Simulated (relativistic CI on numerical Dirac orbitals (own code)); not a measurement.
Level scheme of Bi10+

These numbers are calculated, not measured: Dirac-Coulomb-Breit CI, orbitals from a KLI potential per configuration, QED by a radiative potential, unscaled Slater integrals (own radial code, finite nucleus).

CI space (outside the closed core [Kr] 4d10 4f14): 5s2.5p6.5d5, 5s2.5p6.5d4.6s, 5s2.5p6.5d4.5f, 5s2.5p5.5d6, 5s2.5p6.5d4.6p, 5s2.5p6.5d3.6s.6p, 5s2.5p6.5d3.5f.6s, 5s.5p6.5d6, 5s2.5p6.5d4.7s, 5s2.5p6.5d3.6s2, 5s2.5p6.5d2.5f.6s2, 5s2.5p6.5d2.6s2.6p, 5s2.5p6.5d2.6s2.7s, 5p6.5d7, 5p5.5d8. Double excitations out of closed p, d and f shells are left out; levels of such configurations are missing from the list, as are those of other unlisted configurations, and high levels can miss mixing partners.

The lowest level is 5s2.5p6.5d5 6S_5/2, with 59 % of that term; Hund's rules for 5s2.5p6.5d5 give 6S with J = 5/2, in agreement.

```csv
No.,Configuration,Term,J,E (eV),%,Next component (%),Landé g,jj configuration (%)
1,5s2.5p6.5d5,6S,5/2,0.0000,59,26 4P,1.772,5d5/2 (48)
2,5s2.5p6.5d5,2F,5/2,2.9999,26,24 4G,1.126,5d5/2 (46)
3,5s2.5p6.5d5,4G,7/2,4.8380,49,19 4D,1.130,5d3/2^3 5d5/2^2 (94)
4,5s2.5p6.5d5,4D,3/2,4.9597,44,38 4P,1.303,5d3/2^3 5d5/2^2 (92)
5,5s2.5p6.5d5,4G,11/2,5.2240,58,29 2H,1.173,5d3/2^3 5d5/2^2 (88)
6,5s2.5p6.5d5,4D,5/2,5.6441,35,32 4G,1.114,5d3/2^3 5d5/2^2 (59)
7,5s2.5p6.5d5,4G,9/2,5.6542,63,15 4F,1.161,5d3/2^3 5d5/2^2 (75)
8,5s2.5p6.5d5,4P,1/2,6.0076,59,27 4D,1.825,5d3/2^3 5d5/2^2 (68)
9,5s2.5p6.5d5,4D,7/2,7.0194,28,23 4F,1.184,5d3/2^3 5d5/2^2 (65)
10,5s2.5p6.5d5,2D,5/2,7.3683,37,15 4P,1.223,5d3/2^2 5d5/2^3 (48)
11,5s2.5p6.5d5,4D,7/2,8.1024,34,24 2F,1.180,5d3/2^2 5d5/2^3 (71)
12,5s2.5p6.5d5,2I,11/2,8.3153,61,32 4G,1.045,5d3/2^2 5d5/2^3 (90)
13,5s2.5p6.5d5,2D,3/2,8.4190,51,27 4D,0.874,5d3/2^3 5d5/2^2 (49)
14,5s2.5p6.5d5,4D,1/2,8.6059,71,21 4P,0.713,5d3/2^2 5d5/2^3 (90)
15,5s2.5p6.5d5,2G,9/2,8.7759,46,32 4G,1.149,5d3/2^2 5d5/2^3 (75)
16,5s2.5p6.5d5,4P,3/2,9.0306,49,38 4F,1.142,5d3/2^2 5d5/2^3 (87)
17,5s2.5p6.5d5,2I,13/2,9.2480,100,,1.076,5d3/2^2 5d5/2^3 (100)
18,5s2.5p6.5d5,2F,5/2,9.5247,38,17 4F,1.015,5d3/2^2 5d5/2^3 (79)
19,5s2.5p6.5d5,2H,9/2,10.5570,53,46 4F,1.107,5d3/2^2 5d5/2^3 (99)
20,5s2.5p6.5d5,2G,7/2,10.8662,61,32 2F,0.995,5d3/2^2 5d5/2^3 (96)
21,5s2.5p6.5d5,4F,5/2,10.9465,49,23 2F,1.048,5d3/2^2 5d5/2^3 (81)
22,5s2.5p6.5d5,2D,3/2,11.6113,74,20 4F,0.770,5d3/2^2 5d5/2^3 (48)
23,5s2.5p6.5d5,2F,5/2,11.8457,34,28 4P,1.178,5d3/2 5d5/2^4 (68)
24,5s2.5p6.5d5,2F,7/2,12.0315,57,31 2G,1.072,5d3/2^2 5d5/2^3 (71)
25,5s2.5p6.5d5,2S,1/2,12.1863,65,18 4P,1.902,5d3/2^2 5d5/2^3 (48)
26,5s2.5p6.5d5,2G,9/2,13.1358,54,25 2H,1.104,5d3/2^2 5d5/2^3 (61)
27,5s2.5p6.5d5,4F,7/2,13.1456,42,28 2F,1.196,5d3/2 5d5/2^4 (90)
28,5s2.5p6.5d5,2H,11/2,13.6239,64,25 2I,1.067,5d3/2 5d5/2^4 (96)
29,5s2.5p6.5d5,2D,3/2,14.0829,64,18 4D,0.860,5d3/2 5d5/2^4 (72)
30,5s2.5p6.5d5,2D,5/2,14.9385,65,25 2F,1.119,5d3/2 5d5/2^4 (79)
31,5s2.5p6.5d5,2G,9/2,15.4674,88,5 2H,1.111,5d3/2 5d5/2^4 (57)
32,5s2.5p6.5d5,2D,5/2,15.8369,53,28 2F,1.104,5d3/2^2 5d5/2^3 (47)
33,5s2.5p6.5d5,2G,7/2,16.3394,75,21 2F,0.953,5d3/2 5d5/2^4 (81)
34,5s2.5p6.5d5,2P,3/2,16.5419,80,18 2D,1.223,5d3/2^2 5d5/2^3 (84)
35,5s2.5p6.5d5,2P,1/2,18.3740,81,16 2S,0.892,5d3/2 5d5/2^4 (65)
36,5s2.5p6.5d5,2D,5/2,19.9746,83,7 2F,1.183,5d3/2^2 5d5/2^3 (45)
37,5s2.5p6.5d5,2D,3/2,20.5391,79,18 2P,0.888,5d3/2 5d5/2^4 (83)
38,5s2.5p6.5d4.6s,6D,1/2,39.9841,49,37 4P,2.775,5d3/2^4 6s (77)
39,5s2.5p6.5d4.6s,6D,3/2,41.9216,76,19 4P,1.809,5d3/2^3 5d5/2 6s (84)
40,5s2.5p6.5d4.6s,6D,5/2,43.2338,82,6 4D,1.592,5d3/2^3 5d5/2 6s (48)
41,5s2.5p6.5d4.6s,4D,1/2,43.7434,45,31 2P,0.954,5d3/2^3 5d5/2 6s (75)
42,5s2.5p6.5d4.6s,6D,7/2,44.0350,68,16 4F,1.469,5d3/2^3 5d5/2 6s (50)
43,5s2.5p6.5d4.6s,6D,9/2,44.3669,44,32 4F,1.370,5d3/2^3 5d5/2 6s (69)
44,5s2.5p6.5d4.6s,4D,3/2,45.3994,60,14 4F,1.117,5d3/2^3 5d5/2 6s (74)
45,5s2.5p6.5d4.6s,4H,7/2,45.5187,38,21 2G,0.942,5d3/2^3 5d5/2 6s (86)
```

Energies count from the lowest computed level. Filled j subshells are mostly left out of the jj labels.

The mean weight of the leading LS term, summed over parents, in these 45 levels is 58 %, and that of the leading jj configuration (from the same eigenvectors) 72 %, so jj coupling describes them better and the LS labels are nominal.

At this charge energies of transitions that change n are usually good to better than 1 %, and those within a shell (Δn = 0) to a few per cent. Terms inside the open d or f shell come out 10 to 20 % too wide with unscaled integrals. Levels and lines within the n = 5 or 6 shells can be off by up to 10 % or somewhat more, and those that change n by about 2 %, since core polarisation is missing.

LS names give the leading component of a level, which can be under half, so a name can repeat, a term be missing and a line seem to break the LS rules.
